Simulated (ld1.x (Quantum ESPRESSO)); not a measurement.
# How hard is this phosphorus ultrasoft potential?

| Item | Value |
| --- | --- |
| Element | phosphorus (P) |
| Generator | ld1.x (Quantum ESPRESSO) 7.5 |
| Type | ultrasoft |
| Functional | BLYP |
| Relativity | scalar-relativistic |
| Frozen core | [Ne] |
| Valence charge | 5 |
| Reference configuration | 3s2 3p3 |
| Partial waves | 3s (bound): rcut 1.25, rcutus 1.45 bohr; 3s channel at 1 Ry: rcut 1.25, rcutus 1.45 bohr; 3p (bound): rcut 1.70, rcutus 2.10 bohr; 3p channel at 2.95 Ry: rcut 1.70, rcutus 2.10 bohr |
| Local potential | all-electron potential smoothed inside 1.85 bohr (lloc = -1) |
| Core correction | Bessel-smoothed model core, default radius (core density twice the valence density) |
| Augmentation charge | PSQ, inside the norm-conserving radii |

The pseudo-atom Hamiltonian at the reference potential is diagonalised in spherical Bessel functions j_l(qr) that vanish at 20 bohr, with q² up to the cutoff. All-electron valence levels (Ry): 3s -1.0167, 3p -0.3937.

Question: How do the lowest levels (Ry) of each channel move with the cutoff, and are there ghosts?

Answer:

| cutoff (Ry) | s #1 | s #2 | p #1 | p #2 | d #1 | d #2 | f #1 | Σ f·Δε (mRy) |
| --- | --- | --- | --- | --- | --- | --- | --- | --- |
| 8 | -0.9797 | -0.0306 | -0.3794 | 0.0213 | 0.0579 | 0.1453 | 0.1094 | 117.0 |
| 12 | -1.0049 | -0.0322 | -0.3915 | 0.0207 | 0.0578 | 0.1448 | 0.1094 | 30.4 |
| 15 | -1.0116 | -0.0327 | -0.3934 | 0.0206 | 0.0578 | 0.1447 | 0.1094 | 11.2 |
| 21 | -1.0163 | -0.0331 | -0.3937 | 0.0206 | 0.0578 | 0.1446 | 0.1094 | 1.0 |
| 25 | -1.0163 | -0.0331 | -0.3937 | 0.0206 | 0.0578 | 0.1446 | 0.1094 | 0.9 |
| 35 | -1.0165 | -0.0331 | -0.3937 | 0.0206 | 0.0578 | 0.1446 | 0.1094 | 0.4 |
| 400 | -1.0167 | -0.0331 | -0.3937 | 0.0206 | 0.0578 | 0.1446 | 0.1094 | 0.0 |

Result: no extra level below or beside the all-electron valence levels (s, p, d, f tested); 10 mRy is reached at 18 Ry and 1 mRy at 25 Ry.
